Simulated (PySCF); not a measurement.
SiFClBr₂, SMILES Br[Si](F)(Br)Cl.

Coordinates come from a B3LYP-D3(BJ)/def2-SVP optimisation.

Computed with HF/def2-TZVP in PySCF.

```
Quantity                                                                                                        Value
---------------------------------------------------------------------------------------------  ----------------------
total energy                                                                                      -5992.99628 hartree
point group                                                                                                        Cs
highest occupied level                                                                                      -11.92 eV
lowest empty level                                                                                            2.53 eV
orbital gap                                                                                                  14.44 eV
dipole moment                                                                                                  0.80 D
quadrupole, principal values (traceless, Buckingham form, about the centre of nuclear charge)   -3.74, 1.14, 2.60 D·Å
mean static polarisability                                                                       66.4 bohr³ (9.84 Å³)
polarisability, principal values                                                               53.0, 69.8, 76.5 bohr³
```
